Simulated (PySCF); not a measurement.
C₄H₁₁FSi, SMILES CC(C)C[SiH2]F. Atoms are numbered in the order given.

```xyz
17

C     -2.0007     0.6375    -1.7115
C     -0.9960    -0.1052    -0.8245
C     -1.6870    -0.6893     0.4136
C      0.1819     0.8133    -0.4385
Si     1.6650    -0.0043     0.3602
F      1.2631    -0.6385     1.8158
H     -2.8323    -0.0205    -2.0112
H     -1.5245     1.0203    -2.6286
H     -2.4326     1.4987    -1.1736
H     -0.5877    -0.9476    -1.4146
H     -2.1211     0.1173     1.0292
H     -0.9879    -1.2476     1.0532
H     -2.5065    -1.3665     0.1255
H      0.5790     1.3166    -1.3412
H     -0.1725     1.6272     0.2213
H      2.7432     0.9948     0.5988
H      2.1765    -1.1245    -0.4786
```
Charge 0, spin multiplicity 1.

Coordinates come from a B3LYP-D3(BJ)/def2-SVP optimisation. This is a generated structure with no PubChem entry under its InChIKey; it may be hypothetical. The values are those of a single conformer.

The numbers are results of HF/def2-TZVP (PySCF), not measurements.

ESP charges are fitted to the potential on shells at 1.4 to 2.0 van der Waals radii. Atomic charges (e):

```json
[
 {"atom": "C1", "ESP fit": "-0.69", "IAO": "-0.35", "Mulliken": "-0.33", "Löwdin": "-0.27"},
 {"atom": "C2", "ESP fit": "0.70", "IAO": "-0.05", "Mulliken": "0.04", "Löwdin": "(withheld)"},
 {"atom": "C3", "ESP fit": "-0.58", "IAO": "-0.36", "Mulliken": "-0.35", "Löwdin": "-0.27"},
 {"atom": "C4", "ESP fit": "-0.61", "IAO": "-0.56", "Mulliken": "-0.41", "Löwdin": "(withheld)"},
 {"atom": "Si5", "ESP fit": "0.68", "IAO": "1.27", "Mulliken": "0.71", "Löwdin": "0.32"},
 {"atom": "F6", "ESP fit": "-0.33", "IAO": "-0.60", "Mulliken": "-0.44", "Löwdin": "(withheld)"},
 {"atom": "H7", "ESP fit": "0.16", "IAO": "0.12", "Mulliken": "0.11", "Löwdin": "0.11"},
 {"atom": "H8", "ESP fit": "0.15", "IAO": "0.11", "Mulliken": "0.10", "Löwdin": "0.11"},
 {"atom": "H9", "ESP fit": "0.16", "IAO": "0.11", "Mulliken": "0.10", "Löwdin": "0.11"},
 {"atom": "H10", "ESP fit": "-0.06", "IAO": "0.10", "Mulliken": "0.06", "Löwdin": "0.14"},
 {"atom": "H11", "ESP fit": "0.14", "IAO": "0.11", "Mulliken": "0.09", "Löwdin": "0.11"},
 {"atom": "H12", "ESP fit": "0.14", "IAO": "0.13", "Mulliken": "0.13", "Löwdin": "0.12"},
 {"atom": "H13", "ESP fit": "0.12", "IAO": "0.12", "Mulliken": "0.11", "Löwdin": "0.11"},
 {"atom": "H14", "ESP fit": "0.13", "IAO": "0.12", "Mulliken": "0.11", "Löwdin": "(withheld)"},
 {"atom": "H15", "ESP fit": "0.16", "IAO": "0.12", "Mulliken": "0.11", "Löwdin": "(withheld)"},
 {"atom": "H16", "ESP fit": "-0.13", "IAO": "-0.19", "Mulliken": "-0.07", "Löwdin": "-0.06"},
 {"atom": "H17", "ESP fit": "-0.13", "IAO": "-0.20", "Mulliken": "-0.07", "Löwdin": "-0.06"}
]
```

### Question
Fill in the missing entries. (An estimate is asked for; the answer gives what the named calculation found.)

### Answer

- C2, Löwdin: -0.32
- C4, Löwdin: -0.36
- F6, Löwdin: -0.09
- H14, Löwdin: 0.14
- H15, Löwdin: 0.14

Computed Mayer and Wiberg (Löwdin basis) orders of the bonds:
```json
[
 {"bond": "C1–C2", "Mayer": "0.97", "Wiberg": "1.21"},
 {"bond": "C2–C3", "Mayer": "0.98", "Wiberg": "1.21"},
 {"bond": "C2–C4", "Mayer": "0.96", "Wiberg": "1.17"},
 {"bond": "C4–Si5", "Mayer": "1.01", "Wiberg": "1.14"},
 {"bond": "Si5–F6", "Mayer": "0.91", "Wiberg": "1.57"},
 {"bond": "C1–H7", "Mayer": "0.99", "Wiberg": "0.91"},
 {"bond": "C1–H8", "Mayer": "0.99", "Wiberg": "0.91"},
 {"bond": "C1–H9", "Mayer": "0.98", "Wiberg": "0.91"},
 {"bond": "C2–H10", "Mayer": "0.98", "Wiberg": "0.80"},
 {"bond": "C3–H11", "Mayer": "0.98", "Wiberg": "0.90"},
 {"bond": "C3–H12", "Mayer": "0.98", "Wiberg": "0.90"},
 {"bond": "C3–H13", "Mayer": "0.99", "Wiberg": "0.91"},
 {"bond": "C4–H14", "Mayer": "0.96", "Wiberg": "0.84"},
 {"bond": "C4–H15", "Mayer": "0.96", "Wiberg": "0.84"},
 {"bond": "Si5–H16", "Mayer": "0.97", "Wiberg": "0.94"},
 {"bond": "Si5–H17", "Mayer": "0.97", "Wiberg": "0.94"}
]
```
